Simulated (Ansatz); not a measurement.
Reaction (formal exchange of groups at the Si–C bond): `CSC[SiH2]O` + `N[SiH2][SiH2]F` → `O[SiH2][SiH2][SiH2]F` + `CSCN`

Gas-phase electronic energies from Ansatz, PBE0-D4/def2-TZVP geometries. CCSD(T)/CBS is the MP2 limit (def2-TZVPP, def2-QZVPP) plus CCSD(T) − MP2 in def2-TZVPP, frozen cores. One conformer a species, not always the lowest.

```
               species  HF/CBS(def2) energy (Eh)
          `CSC[SiH2]O`                -841.88965
      `N[SiH2][SiH2]F`                -735.45592
`O[SiH2][SiH2][SiH2]F`               -1045.43474
                `CSCN`                -531.86791
```

Q: Work out ΔE.

A: ΔE = (-1045.43474) + (-531.86791) − (-841.88965) − (-735.45592) = 0.04292 Eh = +1.17 eV. CCSD(T)/CBS gives +1.12 eV.

Largest T1 diagnostic among the species: 0.013.

The D4 term adds +0.03 eV with B3LYP and +0.02 eV with PBE0; it sums over pairs of atoms, weighted by their polarisabilities, and B3LYP, whose exchange is more repulsive, gets the larger term. From PBE to PBE0 (25 % exact exchange), in def2-TZVPP and without D4, ΔE moves by +0.08 eV.

B3LYP here is the variant with VWN-RPA as its local correlation; programs differ in this.
